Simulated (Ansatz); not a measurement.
Ansatz (a first-principles code) input:

Ansatz 0.2 input:
```yaml
crystal:
  periodic: [false, false, false]
  atoms:
    - {symbol: B, position_ang: [-0.22499688, -0.01005670, -1.34691142]}
    - {symbol: H, position_ang: [-0.33436384, 1.04036341, -1.88677077]}
    - {symbol: H, position_ang: [-0.29447598, -1.06847070, -1.87768832]}
    - {symbol: C, position_ang: [0.01701803, 0.00076066, 0.10187596]}
    - {symbol: O, position_ang: [0.20646451, 0.00922835, 1.23597005]}
basis:
  gaussian:
    orbitals: aug-cc-pVDZ
magnetization: {spin_polarized: true, initial_magnetization: 1}
correlation: {method: ccsd_t, electrons: outside_noble_gas}
output: {forces: true}
```

### Question
What final total energy does it print?

### Answer
-138.99253 Eh (CCSD(T)/aug-cc-pVDZ). The basis has 87 functions.

It need not be the lowest isomer of its formula.
